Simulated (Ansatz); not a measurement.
H2B2O, SMILES `B1BO1` (charge 0, multiplicity 1).

Method: frozen-core CCSDTQ/cc-pVDZ // B3LYP-D3(BJ)/def2-TZVP run with Ansatz (an electronic-structure program).

Ansatz 0.2 input:
```yaml
crystal:
  periodic: [false, false, false]
  atoms:
    - { symbol: B, position_ang: [-0.750833, -0.179557, 0.400884] }
    - { symbol: B, position_ang: [0.766416, -0.193272, 0.009332] }
    - { symbol: O, position_ang: [-0.03894, 0.931854, -0.01521] }
    - { symbol: H, position_ang: [-1.885659, -0.262314, 0.713085] }
    - { symbol: H, position_ang: [1.90902, -0.296711, -0.266175] }
basis:
  gaussian: { orbitals: cc-pVDZ }
correlation:
  method: ccsdtq
```

Output:

```
Functional definition: HF
929 factors; integrals over basis functions are off by at most 1.8e-7 eV
mean field evaluation 1: about -3410.0892 eV, gradient 3.0e1 eV
mean field evaluation 2: about -3410.0914 eV, gradient 3.0e1 eV
mean field evaluation 4: about -3412.2739 eV, gradient 2.7e0 eV
mean field evaluation 8: about -3412.3050 eV, gradient 4.2e-4 eV
mean field evaluation 16: about -3412.3045 eV, gradient 2.7e-1 eV
mean field -3412.30501485 eV, -125.3998963524 hartree, gradient 1.7e-6 eV, S^2 0.000000; 0 other end points of the search recorded, 0 dependent functions left out
3 core orbitals not correlated
reference -3412.30501485 eV, -125.3998963524 hartree; 7, 7 occupied and 42, 42 virtual orbitals, 929 factors
second order -9.22563153 eV of doubles, -0.00000000 eV of singles
cycle   1  -9.44307940 eV  change   -2.2e-1 eV  update   1.0e-1
cycle   2  -9.92904202 eV  change   -4.9e-1 eV  update   5.3e-2
cycle   3  -10.20442898 eV  change   -2.8e-1 eV  update   2.4e-2
cycle   4  -10.17574077 eV  change    2.9e-2 eV  update   6.8e-3
cycle   5  -10.18164402 eV  change   -5.9e-3 eV  update   3.8e-3
cycle   6  -10.18657709 eV  change   -4.9e-3 eV  update   1.9e-3
cycle   7  -10.18576915 eV  change    8.1e-4 eV  update   6.5e-4
cycle   8  -10.18508584 eV  change    6.8e-4 eV  update   3.5e-4
cycle   9  -10.18504045 eV  change    4.5e-5 eV  update   1.7e-4
cycle  10  -10.18525540 eV  change   -2.1e-4 eV  update   9.5e-5
cycle  11  -10.18519491 eV  change    6.0e-5 eV  update   5.5e-5
cycle  12  -10.18522706 eV  change   -3.2e-5 eV  update   2.2e-5
cycle  13  -10.18518887 eV  change    3.8e-5 eV  update   9.6e-6
cycle  14  -10.18518045 eV  change    8.4e-6 eV  update   3.4e-6
cycle  15  -10.18518149 eV  change   -1.0e-6 eV  update   2.2e-6
cycle  16  -10.18518192 eV  change   -4.3e-7 eV  update   1.0e-6
Total energy: -3422.49019677 eV, -125.7741948842 hartree
```
